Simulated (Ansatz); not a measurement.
Dissociation curve of GaSi (cation, charge +1), lowest singlet found (which spin is the ground state isn't settled by this scan).

Computed with: RHF/aug-cc-pVDZ (Ansatz, a program for electronic structure); RMP2 = Ansatz with MP2 on RHF/aug-cc-pVDZ, cores with 3d frozen; RCCSD = CCSD on RHF/aug-cc-pVDZ, cores with 3d frozen (Ansatz); RCCSD(T) = Ansatz with CCSD(T) on RHF/aug-cc-pVDZ, cores with 3d frozen; RCCSDT = CCSDT on RHF/aug-cc-pVDZ, cores with 3d frozen run with Ansatz; RCCSDT(Q) = Ansatz with CCSDT(Q) on RHF/aug-cc-pVDZ, cores with 3d frozen; RKS-BLYP = Ansatz with restricted BLYP/aug-cc-pVDZ; RKS-PBE = Ansatz with restricted PBE/aug-cc-pVDZ; FCI = full CI/aug-cc-pVDZ, cores with 3d frozen (Ansatz).

All curves are set to zero at 3.13 Å and compared with full CI in the same basis at 3.13, 3.43, 3.73, 4.15, 4.56, 5.09, 5.87, 6.71, 7.89 Å.

### Question
Which method stays most parallel to full CI over these points, and which least?

### Answer
RCCSDT(Q) has the smallest spread and RKS-BLYP the largest. In order (kJ/mol): RCCSDT(Q) 1.63, RCCSD 2.39, RCCSD(T) 2.61, RCCSDT 3.44, RHF 5.39, RKS-PBE 6.40, RMP2 15.80, RKS-BLYP 20.12.

Errors against full CI at some of the points (kJ/mol):

```csv
method,3.73 Å,4.56 Å,5.87 Å,7.89 Å
RCCSDT(Q),0.0,0.3,1.0,1.6
RCCSD,-0.2,-0.5,0.1,1.9
RCCSD(T),0.0,0.3,1.3,2.6
RCCSDT,0.1,0.6,2.1,3.4
RHF,-2.1,-4.6,-4.0,0.2
RKS-PBE,1.5,1.3,0.3,-4.7
RMP2,1.4,3.9,9.9,15.8
RKS-BLYP,-3.8,-8.8,-13.5,-20.1
```

The scan ran from 1.67 to 7.89 Å; beyond the distances shown full CI changes its symmetry label. The restricted form behind RHF, RMP2, RKS-BLYP, RKS-PBE keeps the bonding electrons paired and can't separate into open-shell fragments. Also computed but left out beside FCI, since their determinant holds another spin at the minimum (<S²> over 0.7 above the pure value): UHF, UMP2, UCCSD, UCCSD(T), UKS-BLYP, UKS-PBE, UKS-B3LYP/6-31G*, UMP2/3-21G, UHF/3-21G.
